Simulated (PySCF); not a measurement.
**Static response to an electric field**

Species: C6H8N2O.
Geometry (GFN2-xTB, Å), atoms numbered from 1 in this order:
```
atom  x, y, z in Å
C1     3.3944    1.0771   -0.2970
C2     2.5670    0.0841   -1.0884
O3     2.9229   -0.4132   -2.1313
N4     1.3117   -0.0474   -0.5866
C5     0.6930   -0.9959   -0.0351
C6    -0.6676   -0.8830    0.3115
C7    -1.8422   -0.8518    0.5851
C8    -3.2308   -0.6563    0.9699
N9    -3.5007    0.6577    1.5330
H10    3.2150    0.9728    0.7701
H11    4.4460    0.9295   -0.5253
H12    3.1067    2.0818   -0.6010
H13    1.1704   -1.9459    0.2335
H14   -3.5160   -1.4130    1.7090
H15   -3.8637   -0.7856    0.0849
H16   -2.9303    0.8157    2.3570
H17   -3.2828    1.3854    0.8605
```

Level: wB97X-D/def2-SVPD (PySCF), static field, nuclei fixed, core orbitals frozen in the response. The polarisability tensor in these axes (au):

```
x   140.43   8.81 -27.23
y     8.81  77.80   0.63
z   -27.23   0.63  79.30
```

Question: Give the principal values, the mean and the anisotropy Δα = √{½[(α1 − α2)² + (α2 − α3)² + (α1 − α3)²]}.

Answer: Principal values 67.48, 78.39 and 151.68 au; mean 99.18 au = 14.70 Å³ = 16.35 × 10⁻⁴⁰ C²·m²/J; Δα = 79.31 au (80 % of the mean).

Question: What is the dipole moment, and where does it point?

Answer: (-1.32, 0.20, 3.52) D, 3.77 D in size, pointing from the negative to the positive side. Measured along this direction, the outermost atoms are O3 at the negative end and H16 at the positive end.

Question: Sum over states: ᾱ = Σ f/ω², ω in Eh. What share falls to these 8 lowest TDDFT singlets (eV, f)? 4.22, 0.0008; 4.79, 0.0047; 5.16, 0.0076; 5.41, 0.3916; 5.78, 0.0051; 6.22, 0.0164; 6.65, 0.0019; 6.92, 0.0702.

Answer: They add up to 11.86 au, 12.0 % of the 99.18 au; the largest single term is 9.92 au, from the state at 5.41 eV. Terms in order: 0.03, 0.15, 0.21, 9.92, 0.11, 0.31, 0.03, 1.08 au. Higher excitations give the rest. The strengths listed sum to 0.498.

Question: What depolarisation ratio follows for Rayleigh scattering of linearly polarised light, taking the static tensor?

Answer: ρ = 3Δα²/(45ᾱ² + 4Δα²) = 18869.9/(442639 + 25159.8) = 0.0403.

Question: Traceless (Buckingham) quadrupole moment about the centre of nuclear charge: eigenvalues?

Answer: -21.82, 8.16, 13.65 D·Å. The values depend on the origin, since the dipole doesn't vanish. The electronic extent ⟨r²⟩ about the same centre is 2170 bohr², a root-mean-square distance of 3.03 Å for the 66 electrons.

Question: What would n − 1 = 2πNα be for an ideal gas of these molecules at 350 K and 1 atm, electronic part alone?

Answer: N = p/kT = 2.0968 × 10¹⁹ cm⁻³, so n − 1 = 2π × N × 14.70 × 10⁻²⁴ cm³ = 1936 × 10⁻⁶ at long wavelengths.

Question: Orientational against electronic polarisability at 500 K (dilute gas, rigid molecules)?

Answer: In Gaussian units μ²/3kT = 68.64 Å³ against 14.70 Å³, a ratio of 4.67; the Debye molar polarisation (4π/3)N_A(α + μ²/3kT) is 210.2 cm³/mol, leaving out the vibrational part.

One conformer (not necessarily the lowest) at the GFN2-xTB geometry, without solvent, vibrations or thermal averaging.

Note: wB97X-D ran without an empirical dispersion term, which enters the total energy and its gradient alone.
